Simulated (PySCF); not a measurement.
# How exact exchange moves a shielding

Molecule: `InChI=1S/C2H3NOSi/c3-1-5-2-4/h2H,5H2`.

Structure with atom numbers: `[N:1]#[C:2][SiH2:3][CH:4]=[O:5]`; H(Xn) means a hydrogen on atom n.

GIAO shieldings (ppm, equivalent atoms averaged) in PySCF 2.14 on the PBE0-D3(BJ)/def2-SVP geometry, basis pcSseg-2, gas phase, non-relativistic:

| functional | exact exchange (%) | σ(N1) | σ(C4) |
| --- | --- | --- | --- |
| BLYP | 0 | -110.0 | -69.0 |
| BP86 | 0 | -108.1 | -64.5 |
| PBE | 0 | -109.2 | -65.9 |
| B3LYP | 20 | -113.8 | -65.1 |
| PBE0 | 25 | -113.2 | -60.5 |
| mPW1PW91 | 25 | -114.2 | -60.6 |
| HF | 100 | -121.7 | -44.6 |

Q: Fit each shielding as a line in the percentage of exact exchange.

A: σ(N1) = -109.8 − 0.13 x (rms 1.0 ppm); σ(C4) = -66.8 + 0.22 x (rms 1.7 ppm). The functionals also differ in their semilocal parts, which the line can't hold; Hartree–Fock has no correlation at all.

Q: What does the line predict for BHandHLYP (50 %), and what does the run give?

A: σ(N1): -116.3 predicted, -118.0 computed; σ(C4): -55.8 predicted, -58.6 computed ppm.
